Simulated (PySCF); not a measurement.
This PySCF input asks for the NMR shieldings of `C(#CC)[Si@H](F)N[SiH2]CF`, C₄H₉F₂NSi₂; the geometry comes from GFN2-xTB.

```python
import basis_set_exchange as bse
import numpy as np
from pyscf import gto, dft
from pyscf.prop import nmr

atoms = """
C     4.279930    0.284523   -0.890645
C     3.005053    0.001129   -0.274919
C     1.939145   -0.238758    0.234192
Si    0.321833   -0.591300    1.038552
F     0.046358   -2.177447    1.018997
N    -0.946659    0.088354    0.078059
Si   -2.480998   -0.594789   -0.319141
C    -3.318722    0.704202   -1.448718
F    -3.310019    1.948554   -0.842434
H     4.289556   -0.086537   -1.915043
H     5.078615   -0.200936   -0.330536
H     4.456730    1.359791   -0.901558
H     0.272308   -0.222733    2.445997
H    -0.823207    1.059465   -0.161340
H    -2.328531   -1.826879   -1.093620
H    -3.312986   -0.797176    0.871549
H    -2.812291    0.832160   -2.407767
H    -4.364876    0.464693   -1.642801
"""
names = dict.fromkeys(["C", "Si", "F", "N", "H"], "pcSseg-1")
basis = {el: gto.basis.parse(bse.get_basis(n, elements=[el], fmt="nwchem")) for el, n in names.items()}
mol = gto.M(atom=atoms, basis=basis, charge=0, verbose=0)
mf = dft.RKS(mol, xc="PBE0")
mf.grids.level = 2
mf.grids.alignment = dft.numint.BLKSIZE   # the property module wants whole blocks of grid points
mf.conv_tol = 1e-9
mf.kernel()

calc = nmr.RKS(mf)   # GIAO
C = mf.mo_coeff
Co = C[:, mf.mo_occ > 0]
resp = mf.gen_response(singlet=True, hermi=2)
def vind(x):   # induced exchange potential for any number of trial vectors
    d = np.einsum("pi,xij,qj->xpq", C, 2 * x.reshape(-1, C.shape[1], Co.shape[1]), Co, optimize=True)
    return np.einsum("xpq,pi,qj->xij", resp(d - d.transpose(0, 2, 1)), C, Co, optimize=True).ravel()
mo1, _ = nmr.rhf.solve_mo1(calc, with_cphf=vind)
sigma = calc.kernel(mo1)
for i, s in enumerate(sigma):   # ppm
    print("%2d %-2s %9.2f" % (i, mol.atom_pure_symbol(i), np.trace(s) / 3))
```

**Question.** What does it print?

**Answer.** 
```
 0 C     181.39
 1 C      76.53
 2 C     101.11
 3 Si    385.07
 4 F     352.43
 5 N     248.25
 6 Si    390.96
 7 C     107.55
 8 F     481.54
 9 H      29.61
10 H      29.60
11 H      29.67
12 H      26.52
13 H      31.57
14 H      26.90
15 H      26.63
16 H      26.67
17 H      26.78
```

These numbers come from an equivalent density-fitted implementation of the same equations, which agrees with the script to about 0.01 ppm for H and up to a few tenths of a ppm for heavy atoms, so last digits may differ.

**Question.** Turn these shieldings into chemical shifts. Scale: ¹³C (σ = 186.93 ppm), ²⁹Si (σ = 349.16 ppm), ¹H (σ = 31.72 ppm) vs TMS; ¹⁹F (σ = 170.95 ppm) vs CFCl3; ¹⁵N (σ = 267.73 ppm) against NH3 (reference shieldings calculated alike).

**Answer.** Averaging equivalent atoms: C 1: 110.4; C 2: 85.8; C 7: 79.4; C 0: 5.5; Si 3: -35.9; Si 6: -41.8; F 4: -181.5; F 8: -310.6; N 5: 19.5; H 12: 5.20; H 15: 5.09; H 16: 5.04; H 17: 4.94; H 14: 4.82; H 9/10/11: 2.09; H 13: 0.15 ppm. Unscaled 19F shifts against computed CFCl3 carry errors that often reach 10 to 50 ppm. Experimental scales use liquid or dissolved standards, which lie at an offset from isolated NH3 (liquid NH3: subtract about 20 ppm).

Size and cost of the density-fitted run: 212 basis functions, 73 s wall time on 1 thread of an Arm Neoverse N1, shared host; peak memory 0.94 GiB.
